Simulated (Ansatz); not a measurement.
`C[SiH2]C#N` + CH₃OH → `CO[SiH2]C` + `C#N` at 600 K and 1 bar (ligand exchange at the Si–C bond).

Program: Ansatz. Geometries: PBE0-D4/def2-TZVP. ΔE: electronic, gas phase. CCSD(T)/CBS is the MP2 limit (def2-TZVPP, def2-QZVPP) plus CCSD(T) − MP2 in def2-TZVPP, frozen cores. This one scheme is used for every species. Each species was taken in one conformer, which may not be the lowest.

```
     species  CCSD(T)/CBS energy (Eh)  H − E (kJ/mol)  S (J/(mol·K))
`C[SiH2]C#N`               -422.89500           215.0          389.5
       CH₃OH               -115.61712           163.6          277.3
 `CO[SiH2]C`               -445.20896           312.9          427.3
       `C#N`                -93.32098            64.3          228.4
```

H − E and S are ideal-gas, rigid-rotor, harmonic terms from PBE0-D4/def2-TZVP, for one conformer and one mirror image of each species. 1 Eh = 2625.50 kJ/mol, R = 8.31446 J/(mol·K).

Q: By hand: ΔE, ΔH, ΔS and ΔG.

A: ΔE = (-445.20896) + (-93.32098) − (-422.89500) − (-115.61712) = -0.01782 Eh = -46.8 kJ/mol. Δ(H − E) = 312.9 + 64.3 − 215.0 − 163.6 = -1.4, so ΔH = -48.2 kJ/mol. ΔS = 427.3 + 228.4 − 389.5 − 277.3 = -11.1 J/(mol·K). ΔG = -48.2 − 600 × (-11.1)/1000 = -41.5 kJ/mol.

Q: By hand: the equilibrium constant, and the temperature at which ΔG would vanish if ΔH and ΔS stayed fixed.

A: log₁₀ K = −ΔG/(RT ln 10) = 3.6. ΔG = 0 at ΔH/ΔS = 4342 K, far beyond where these terms or the molecules hold.

The number of gas molecules stays the same, so ΔS is small and ΔH decides. A doubt of 5 kJ/mol in ΔE shifts log₁₀ K by 0.4 here. Other conformers and mirror images would add mixing entropy, several J/(mol·K) or more a flexible species. These are equilibria of isolated gas molecules and say nothing of rates. Largest T1 diagnostic: 0.014 (customary marks: 0.02 for closed shells, 0.045 for open ones).
